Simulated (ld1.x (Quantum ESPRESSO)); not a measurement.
# Ranking TM potentials for F

All share these settings but for the change named:

ld1.x (Quantum ESPRESSO) 7.5 input, shortened:

```
&input
   title='F', zed=9., rel=1, dft='PZ', iswitch=3,
   config='[He] 2s1.75 2p5.25 3d-2'
 /
 &inputp
   pseudotype=2, tm=.true., lloc=2,
   nlcc=.false.
 /
3
2S  1  0   1.75   0.00  0.60  0.60  0.0
2P  2  1   5.25   0.00  1.40  1.40  0.0
3D  3  2  -2.00   0.40  1.50  1.50  0.0
 &test
   configts(1)='2s1.75 2p5.25'
 /
```

Test errors are all-electron minus pseudo excitation energies from the reference, over 2s2 2p5; 2s2 2p4; 2s2 2p3; 2s2 2p4.5; 2s2 2p5.3; 2s1 2p6; 2s1 2p5. None of these files shows a bound ghost.

The base gives 256.8 meV.

Of 8 variants that were run, those that failed, showed a ghost or another fault, or gave nearly equal values are left out.

(1) Rank these variants by their largest absolute test error, smallest first.
A. all radii scaled by about 1.14 (s 0.68, p 1.60, d 1.72 bohr)
B. all radii scaled by about 0.90 (s 0.54, p 1.26, d 1.34 bohr)
C. all radii scaled by about 1.36 (s 0.82, p 1.90, d 2.04 bohr)
D. all radii scaled by about 1.07 (s 0.64, p 1.50, d 1.60 bohr)
E. all radii scaled by about 1.30 (s 0.78, p 1.82, d 1.96 bohr)

## Answers

(1) B (170.0 meV), D (352.4 meV), A (479.8 meV), E (803.2 meV), C (957.4 meV).
